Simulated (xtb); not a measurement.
Se (SMILES [Se+]), charge +1, quartet; GFN0-xTB (xtb 6.7.1).

The xtb input:
```
$ xtb mol.xyz --gfn 0 --chrg 1 --uhf 3 --acc 0.1 --json

# file mol.xyz
1

Se     0.00000000     0.00000000     0.00000000
```

**Question.** Write the output that xtb gives for this input, abridged.

**Answer.** 
```
   ID    Z sym.   atoms
    1   34 Se     1

           -------------------------------------------------
          |                Calculation Setup                |
           -------------------------------------------------

           -------------------------------------------------
          |                 G F N 0 - x T B                 |
           -------------------------------------------------

          ...................................................
          :                      SETUP                      :
          :.................................................:
          :  # basis functions                  10          :
          :  # atomic orbitals                   9          :
          :  # shells                            3          :
          :  # electrons                         5          :
          :  electronic temp.          300.0000000     K    :
          :  accuracy                    0.1000000          :
          :  -> integral cutoff          0.3500000E+02      :
          :  -> integral neglect         0.1000000E-08      :
          ...................................................

         :::::::::::::::::::::::::::::::::::::::::::::::::::::
         ::                     SUMMARY                     ::
         :::::::::::::::::::::::::::::::::::::::::::::::::::::
         :: total energy              -1.222956130790 Eh    ::
         :: gradient norm              0.000000000000 Eh/a0 ::
         :: HOMO-LUMO gap             13.023675700000 eV    ::
         ::.................................................::
         :: H0 energy                 -2.853473803606 Eh    ::
         :: repulsion energy           0.000000000000 Eh    ::
         :: electrostat energy         1.630517672816 Eh    ::
         :: -> Gsolv                   0.000000000000 Eh    ::
         ::    -> Gsasa                0.000000000000 Eh    ::
         ::    -> Gshift               0.000000000000 Eh    ::
         :: dispersion energy          0.000000000000 Eh    ::
         :: short-range corr.          0.000000000000 Eh    ::
         :: add. restraining           0.000000000000 Eh    ::
         :: total charge               1.000000000000 e     ::
         :::::::::::::::::::::::::::::::::::::::::::::::::::::

           -------------------------------------------------
          |                Property Printout                |
           -------------------------------------------------

    * Orbital Energies and Occupations

         #    Occupation            Energy/Eh            Energy/eV
      -------------------------------------------------------------
         1        2.0000           -0.7646693             -20.8077
         2        1.0000           -0.4413784             -12.0105
         3        1.0000           -0.4413784             -12.0105
         4        1.0000           -0.4413784             -12.0105 (HOMO)
         5                          0.0372329               1.0132 (LUMO)
         6                          0.0372329               1.0132
         7                          0.0372329               1.0132
         8                          0.0372329               1.0132
         9                          0.0372329               1.0132
      -------------------------------------------------------------
                  HL-Gap            0.4786113 Eh           13.0237 eV
             Fermi-level            0.0000000 Eh            0.0000 eV

     #   Z          covCN         q      C6AA      α(0)
     1  34 Se       0.000     1.000   186.783    23.989

 Mol. C6AA /au·bohr⁶  :        186.782889
 Mol. C8AA /au·bohr⁸  :      13290.011710
 Mol. α(0) /au        :         23.989370

Wiberg/Mayer (AO) data.
largest (>0.10) Wiberg bond orders for each atom

 ---------------------------------------------------------------------------
     #   Z sym  total        # sym  WBO       # sym  WBO       # sym  WBO
 ---------------------------------------------------------------------------
     1  34 Se   0.000
 ---------------------------------------------------------------------------

 dipole moment from electron density (au)
     X       Y       Z
   0.0000   0.0000   0.0000  total (Debye):    0.000

           -------------------------------------------------
          | TOTAL ENERGY               -1.222956130790 Eh   |
          | GRADIENT NORM               0.000000000000 Eh/α |
          | HOMO-LUMO GAP              13.023675700000 eV   |
           -------------------------------------------------

normal termination of xtb
```
